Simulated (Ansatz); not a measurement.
Gas-phase reaction (SMILES): C1CCCCCC1 -> [CH]1CCCCCC1 + H atom; the C-H bond at the site shown breaks (other sites are not compared here).

Structures are relaxed separately at B3LYP-D3(BJ)/def2-TZVP in Ansatz (a program for electronic structure), one conformer each, not searched for the lowest. Cores are frozen in the correlated levels unless marked. UHF or UKS for open shells. No spin-orbit coupling. No relativistic terms. CBS marks a two-point X^-3 extrapolation of the correlation energy; Hartree-Fock from the larger set. [CCSD(T)-MP2]/basis is that difference in the basis named. Thermal terms are rigid-rotor harmonic-oscillator values from B3LYP-D3(BJ) frequencies (Ansatz) at 298.15 K and 1 atm. 1 Eh = 627.5095 kcal/mol. Atoms have translation alone.

```json
[
 {"species": "C1CCCCCC1", "E, RI-MP2/CBS(cc-pVTZ,cc-pVQZ)+[CCSD(T)-MP2]/cc-pVTZ (Ansatz) (Eh)": "-274.80909", "E, wB97M-V/def2-TZVPD (Ansatz) (Eh)": "-275.11721", "H - E (Eh)": "0.20676"},
 {"species": "[CH]1CCCCCC1", "E, RI-MP2/CBS(cc-pVTZ,cc-pVQZ)+[CCSD(T)-MP2]/cc-pVTZ (Ansatz) (Eh)": "-274.13946", "E, wB97M-V/def2-TZVPD (Ansatz) (Eh)": "-274.45573", "H - E (Eh)": "0.19230"},
 {"species": "H atom", "E, RI-MP2/CBS(cc-pVTZ,cc-pVQZ)+[CCSD(T)-MP2]/cc-pVTZ (Ansatz) (Eh)": "-0.49995", "E, wB97M-V/def2-TZVPD (Ansatz) (Eh)": "-0.49411", "H - E (Eh)": "0.00236"}
]
```

**Question.** Work out ΔE and ΔH at 298.15 K at the first level, then ΔH at the second.

**Answer.** 
1. ΔE = [(-274.13946) + (-0.49995)] - [(-274.80909)] = 0.16968 Eh = 106.5 kcal/mol at RI-MP2/CBS(cc-pVTZ,cc-pVQZ)+[CCSD(T)-MP2]/cc-pVTZ.
2. The terms H - E add up to -0.01210 Eh, so ΔH = (0.16968 + (-0.01210))×627.5095 = 98.9 kcal/mol.
3. At wB97M-V/def2-TZVPD the same steps give ΔE = 105.0 and ΔH = 97.4 kcal/mol, a shift of -1.5 from the first level.
4. These values are not checked against measurement here, since the tables used lack a sound gas-phase enthalpy of formation for at least one species.
